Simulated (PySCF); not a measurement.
Basis-set dependence of population analyses: `N[SiH](P)P`

Species: H₇NP₂Si.
Numbering: `[NH2:1][SiH:2]([PH2:3])[PH2:4]` (hydrogens: H5, H6 on N1; H7 on Si2; H8, H9 on P3; H10, H11 on P4)

PBE0 throughout (PySCF), one geometry, spherical d and f functions. One conformer (not necessarily the lowest) at the PBE0-D3(BJ)/def2-SVP geometry, without solvent, vibrations or thermal averaging. Atoms taken as equivalent share a column and are averaged.

Mulliken charges (e):

| basis | functions | N1 | Si2 | P3/P4 | H5/H6 | H7 | H8/H9/H10/H11 |
| --- | --- | --- | --- | --- | --- | --- | --- |
| STO-3G | 39 | -0.587 | +0.470 | +0.128 | +0.166 | -0.137 | -0.083 |
| 6-31G | 62 | -0.988 | +0.617 | -0.120 | +0.343 | -0.100 | +0.006 |
| pcSseg-0 | 62 | -1.029 | +0.694 | -0.358 | +0.329 | -0.026 | +0.105 |
| 6-31G* | 82 | -0.910 | +0.506 | -0.212 | +0.357 | -0.069 | +0.045 |
| cc-pVDZ | 103 | -0.300 | +0.267 | -0.143 | +0.114 | -0.058 | +0.037 |
| def2-SVP | 103 | -0.398 | +0.364 | -0.129 | +0.142 | -0.069 | +0.019 |
| aug-cc-pVDZ | 167 | -0.274 | +0.445 | -1.017 | -0.065 | +0.342 | +0.413 |
| 6-311+G(2d,p) | 174 | -0.742 | +0.436 | -0.219 | +0.238 | -0.051 | +0.080 |
| def2-TZVP | 184 | -0.614 | +0.335 | -0.258 | +0.242 | -0.037 | +0.087 |
| cc-pVTZ | 230 | -0.347 | +0.299 | -0.167 | +0.144 | -0.068 | +0.041 |
| IGLO-III | 237 | -0.646 | +0.712 | -0.075 | +0.199 | -0.151 | -0.040 |

IAO charges (e):

```json
{"basis": "STO-3G", "functions": "39", "N1": "-0.688", "Si2": "+0.574", "P3/P4": "+0.036", "H5/H6": "+0.193", "H7": "-0.133", "H8/H9/H10/H11": "-0.052"}
{"basis": "6-31G", "functions": "62", "N1": "-0.811", "Si2": "+0.572", "P3/P4": "-0.138", "H5/H6": "+0.271", "H7": "-0.104", "H8/H9/H10/H11": "+0.019"}
{"basis": "pcSseg-0", "functions": "62", "N1": "-0.779", "Si2": "+0.562", "P3/P4": "-0.164", "H5/H6": "+0.258", "H7": "-0.099", "H8/H9/H10/H11": "+0.032"}
{"basis": "6-31G*", "functions": "82", "N1": "-0.832", "Si2": "+0.681", "P3/P4": "-0.111", "H5/H6": "+0.266", "H7": "-0.144", "H8/H9/H10/H11": "-0.004"}
{"basis": "cc-pVDZ", "functions": "103", "N1": "-0.824", "Si2": "+0.680", "P3/P4": "-0.120", "H5/H6": "+0.263", "H7": "-0.146", "H8/H9/H10/H11": "+0.001"}
{"basis": "def2-SVP", "functions": "103", "N1": "-0.815", "Si2": "+0.684", "P3/P4": "-0.114", "H5/H6": "+0.259", "H7": "-0.150", "H8/H9/H10/H11": "-0.002"}
{"basis": "aug-cc-pVDZ", "functions": "167", "N1": "-0.856", "Si2": "+0.688", "P3/P4": "-0.128", "H5/H6": "+0.274", "H7": "-0.143", "H8/H9/H10/H11": "+0.005"}
{"basis": "6-311+G(2d,p)", "functions": "174", "N1": "-0.867", "Si2": "+0.707", "P3/P4": "-0.116", "H5/H6": "+0.275", "H7": "-0.151", "H8/H9/H10/H11": "-0.002"}
{"basis": "def2-TZVP", "functions": "184", "N1": "-0.865", "Si2": "+0.719", "P3/P4": "-0.117", "H5/H6": "+0.273", "H7": "-0.154", "H8/H9/H10/H11": "-0.003"}
{"basis": "cc-pVTZ", "functions": "230", "N1": "-0.859", "Si2": "+0.710", "P3/P4": "-0.124", "H5/H6": "+0.273", "H7": "-0.151", "H8/H9/H10/H11": "0.000"}
{"basis": "IGLO-III", "functions": "237", "N1": "-0.869", "Si2": "+0.711", "P3/P4": "-0.114", "H5/H6": "+0.275", "H7": "-0.153", "H8/H9/H10/H11": "-0.003"}
```

Hirshfeld charges (e):

| basis | functions | N1 | Si2 | P3/P4 | H5/H6 | H7 | H8/H9/H10/H11 |
| --- | --- | --- | --- | --- | --- | --- | --- |
| STO-3G | 39 | -0.325 | +0.329 | +0.056 | +0.088 | -0.105 | -0.047 |
| 6-31G | 62 | -0.321 | +0.260 | -0.040 | +0.119 | -0.085 | -0.003 |
| pcSseg-0 | 62 | -0.326 | +0.289 | -0.033 | +0.116 | -0.096 | -0.009 |
| 6-31G* | 82 | -0.306 | +0.245 | -0.043 | +0.122 | -0.088 | -0.003 |
| cc-pVDZ | 103 | -0.307 | +0.263 | -0.027 | +0.118 | -0.098 | -0.010 |
| def2-SVP | 103 | -0.313 | +0.268 | -0.023 | +0.119 | -0.100 | -0.012 |
| aug-cc-pVDZ | 167 | -0.324 | +0.273 | -0.025 | +0.115 | -0.090 | -0.010 |
| 6-311+G(2d,p) | 174 | -0.319 | +0.265 | -0.021 | +0.115 | -0.090 | -0.011 |
| def2-TZVP | 184 | -0.320 | +0.266 | -0.027 | +0.118 | -0.092 | -0.009 |
| cc-pVTZ | 230 | -0.319 | +0.269 | -0.027 | +0.119 | -0.092 | -0.010 |
| IGLO-III | 237 | -0.326 | +0.270 | -0.018 | +0.115 | -0.092 | -0.011 |

ESP-fitted charges (e):

```json
{"basis": "STO-3G", "functions": "39", "N1": "-0.904", "Si2": "+0.673", "P3/P4": "-0.281", "H5/H6": "+0.313", "H7": "-0.126", "H8/H9/H10/H11": "+0.073"}
{"basis": "6-31G", "functions": "62", "N1": "-1.171", "Si2": "+0.700", "P3/P4": "-0.501", "H5/H6": "+0.445", "H7": "-0.096", "H8/H9/H10/H11": "+0.169"}
{"basis": "pcSseg-0", "functions": "62", "N1": "-1.116", "Si2": "+0.820", "P3/P4": "-0.560", "H5/H6": "+0.417", "H7": "-0.139", "H8/H9/H10/H11": "+0.180"}
{"basis": "6-31G*", "functions": "82", "N1": "-1.006", "Si2": "+0.609", "P3/P4": "-0.406", "H5/H6": "+0.392", "H7": "-0.106", "H8/H9/H10/H11": "+0.133"}
{"basis": "cc-pVDZ", "functions": "103", "N1": "-0.892", "Si2": "+0.571", "P3/P4": "-0.355", "H5/H6": "+0.348", "H7": "-0.117", "H8/H9/H10/H11": "+0.113"}
{"basis": "def2-SVP", "functions": "103", "N1": "-0.922", "Si2": "+0.606", "P3/P4": "-0.375", "H5/H6": "+0.358", "H7": "-0.122", "H8/H9/H10/H11": "+0.118"}
{"basis": "aug-cc-pVDZ", "functions": "167", "N1": "-0.966", "Si2": "+0.612", "P3/P4": "-0.337", "H5/H6": "+0.363", "H7": "-0.119", "H8/H9/H10/H11": "+0.106"}
{"basis": "6-311+G(2d,p)", "functions": "174", "N1": "-1.010", "Si2": "+0.626", "P3/P4": "-0.342", "H5/H6": "+0.379", "H7": "-0.124", "H8/H9/H10/H11": "+0.108"}
{"basis": "def2-TZVP", "functions": "184", "N1": "-0.989", "Si2": "+0.616", "P3/P4": "-0.337", "H5/H6": "+0.375", "H7": "-0.124", "H8/H9/H10/H11": "+0.105"}
{"basis": "cc-pVTZ", "functions": "230", "N1": "-0.937", "Si2": "+0.598", "P3/P4": "-0.335", "H5/H6": "+0.358", "H7": "-0.123", "H8/H9/H10/H11": "+0.104"}
{"basis": "IGLO-III", "functions": "237", "N1": "-0.968", "Si2": "+0.571", "P3/P4": "-0.307", "H5/H6": "+0.368", "H7": "-0.115", "H8/H9/H10/H11": "+0.098"}
```

Some averages cover members that differ in this geometry, most widely: P3/P4, ESP-fitted in IGLO-III -0.343 to -0.272; P3/P4, ESP-fitted in 6-311+G(2d,p) -0.377 to -0.307; P3/P4, ESP-fitted in aug-cc-pVDZ -0.371 to -0.303; H8/H9/H10/H11, Mulliken in aug-cc-pVDZ +0.382 to +0.450 e.

Which scheme is steadiest as the basis changes?

Largest range over the bases for any column: Hirshfeld 0.10 e, IAO 0.20 e, ESP-fitted 0.28 e, Mulliken 1.15 e. Hirshfeld charges move least and Mulliken charges most, counted in e. Without the minimal STO-3G basis the ranges are Hirshfeld 0.04, IAO 0.16, ESP-fitted 0.28, Mulliken 0.94 e.

How much do the charges still move between the two largest bases, cc-pVTZ and IGLO-III?

At most, over all atoms: Mulliken 0.413 e, IAO 0.010 e, Hirshfeld 0.009 e, ESP-fitted 0.032 e.

What do the same runs give for the total energy, the frontier levels and the dipole moment?

| basis | energy (Eh) | HOMO (eV) | LUMO (eV) | μ (D) |
| --- | --- | --- | --- | --- |
| STO-3G | -1018.9321 | -3.58 | 5.58 | 1.34 |
| 6-31G | -1030.5604 | -7.10 | 0.53 | 2.33 |
| pcSseg-0 | -1029.4281 | -7.19 | 0.45 | 2.49 |
| 6-31G* | -1030.6751 | -7.18 | 0.50 | 2.15 |
| cc-pVDZ | -1030.7423 | -7.12 | 0.58 | 1.94 |
| def2-SVP | -1030.3958 | -7.18 | 0.62 | 2.00 |
| aug-cc-pVDZ | -1030.7576 | -7.29 | -0.43 | 1.69 |
| 6-311+G(2d,p) | -1030.7972 | -7.32 | -0.27 | 1.73 |
| def2-TZVP | -1030.8046 | -7.27 | 0.14 | 1.79 |
| cc-pVTZ | -1030.8121 | -7.26 | 0.22 | 1.80 |
| IGLO-III | -1030.8042 | -7.25 | 0.13 | 1.63 |

The dipole is fixed by the density alone, so its range of 1.15 D shows that the density itself changes with the basis, not only its division among atoms.
